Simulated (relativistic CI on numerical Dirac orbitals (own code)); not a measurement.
Computed by Dirac-Coulomb-Breit CI, orbitals from a KLI potential per configuration, model QED, unscaled Slater integrals (own radial code, finite nucleus).

The strongest absorption lines from the ground level of an ion, among the configurations computed and to levels below about 16100 eV (vacuum wavelength in Å, gf): 0.7902 (0.24), 1.0030 (0.29), 1.0204 (1.1), 1.0477 (0.32), 1.0840 (0.034), 5.8559 (0.29).

**Question.** Which ion is it?
A. Bi⁷⁷⁺
B. Lu⁶⁵⁺
C. Ir⁷¹⁺
D. Ir⁶⁹⁺

**Answer.** C. Ir⁷¹⁺ has 6 electrons and the ground level 2s2.2p2 3P_0; the strongest line goes to 2s2.2p.3d 3D°_1. The pattern of lines fixes the number of electrons, and along that sequence the line energies rise steadily with the charge (about as its square where n changes within one kind of shell, about linearly where n is kept but much faster in heavy ions where fine structure, which grows about as Z⁴, sets the gap, and irregularly where shells cross), which fixes Z. Configurations outside the model, such as inner-shell arrays, can give stronger lines. At this charge energies of transitions that change n are usually good to better than 1 %, and those within a shell (Δn = 0) to a few per cent.

LS names give the leading component of a level, which can be under half, so a name can repeat, a term be missing and a line seem to break the LS rules.
